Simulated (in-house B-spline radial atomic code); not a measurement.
BHandHLYP excitations of F5+

Method: BHandHLYP. Computed with an all-electron radial atomic-structure program (B-spline basis): linear response of the closed shell [He] 2s2 with the functional's adiabatic kernel; scalar-relativistic (spin-free one-electron X2C), finite nucleus, no spin-orbit coupling, no double excitations, S, P, D and F terms only.

Command:
```bash
python run_td.py task.json out
```
Settings (radii: box in bohr, nucleus in fm):
```
Z                        9
electrons                4
configuration            [He] 2s2
hamiltonian              x2c
method                   bhandhlyp
box_radius               16.35
rms_radius               2.8976
intervals                72
```

Time taken, with all properties: 0.3 s on 1 thread of Arm Neoverse N1 (shared host).

The lowest states, in the order of their Tamm-Dancoff energies; the method's threshold (minus the highest occupied level) is 149.75 eV. Labels give the largest channel, * marks a mixed state, and oscillator strengths are full-response dipole values. Semilocal kernels can invert the small singlet-triplet splittings of Rydberg terms. Energies in eV:

```
     state  full response  Tamm-Dancoff  oscillator strength
2s → 2p 3P          7.776         9.746                    -
2s → 2p 1P         21.003        22.002                0.422
2s → 3s 3S          89.26         89.28                    -
2s → 3s 1S          92.35         92.39                    -
2s → 3p 3P          94.06         94.07                    -
2s → 3p 1P              ?             ?                    ?
2s → 3d 3D          96.73         96.77                    -
2s → 3d 1D          99.25         99.25                    -
2s → 4s 3S         118.73        118.74                    -
2s → 4s 1S         119.62        119.63                    -
2s → 4p 3P         120.57        120.57                    -
2s → 4p 1P         120.97        120.97                0.126
2s → 4d 3D         121.69        121.70                    -
2s → 4f 3F         122.27        122.28                    -
2s → 4d 1D         122.39        122.39                    -
2s → 4f 1F              ?             ?                    -
```

**Question.** Where does 2s → 3p 1P lie?

**Answer.** At 95.47 eV in full response, 95.48 eV in Tamm-Dancoff, oscillator strength 0.45.

**Question.** Where does 2s → 4f 1F lie?

**Answer.** At 122.61 eV in full response, 122.61 eV in Tamm-Dancoff.

**Question.** How large is the singlet-triplet splitting of 2s → 2p (P terms) in Tamm-Dancoff?

**Answer.** 12.3 eV, from the unrounded values.

**Question.** What polarisabilities and dispersion coefficient does the method give?

**Answer.** Dipole 0.7684 bohr³, quadrupole 0.2066 bohr⁵, C6 0.3865 hartree·bohr⁶ for two such species.
